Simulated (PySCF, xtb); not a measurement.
C₂H₁₀O₂Si₂, SMILES O[SiH2][C@@H](C)O[SiH3].

GFN2-xTB run with xtb at its own geometry gives an orbital gap of 5.45 eV and a dipole moment of 0.96 D.

The structure is a stationary point at ωB97X-D3(BJ)/def2-SVP. The structure was generated by enumeration; whether it is a known compound was not checked. The values are those of a single conformer.

### Question
What does PBE/def2-TZVP (PySCF) give? (Estimate from the structure and the level; the computed values follow.)

### Answer
gap 5.34 eV (levels -6.38 and -1.04 eV), dipole 2.00 D.
